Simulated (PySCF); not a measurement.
Working out the ionisation energy of Se

Se [Ar] 3d10 4s2 4p4 (3P) → Se+ [Ar] 3d10 4s2 4p3 (4S). All numbers are calculated (PySCF 2.14, the spin-free X2C one-electron Hamiltonian (Gaussian nucleus), in x2c-SVPall (5s4p3d, 32 functions)). Frozen: [Ar] 3d10. Energies in hartree (1 hartree = 27.21139 eV):

```json
{"part": "UHF", "Se (lower)": "-2427.642677", "Se+ (upper)": "-2427.329518"}
{"part": "CCSD correlation", "Se (lower)": "-0.090186", "Se+ (upper)": "-0.074125"}
{"part": "(T)", "Se (lower)": "-0.001172", "Se+ (upper)": "-0.000853"}
```

Problem. What does Hartree-Fock give?

Solution. (-2427.329518) − (-2427.642677) = 0.313159 hartree = 8.521 eV.

Problem. What do CCSD and CCSD(T) give?

Solution. The CCSD correlation energies differ by 0.016061 hartree = 0.437 eV and the triples by 0.000319 hartree = 0.009 eV, so CCSD gives 8.958 eV and CCSD(T) 8.967 eV.

Measured between the centres of the two terms (NIST): 9.635 eV, so CCSD(T) (valence) is off by -0.668 eV.

A double-zeta basis recovers only part of the correlation energy.

What remains against the reference includes basis incompleteness, the frozen core and higher excitations.
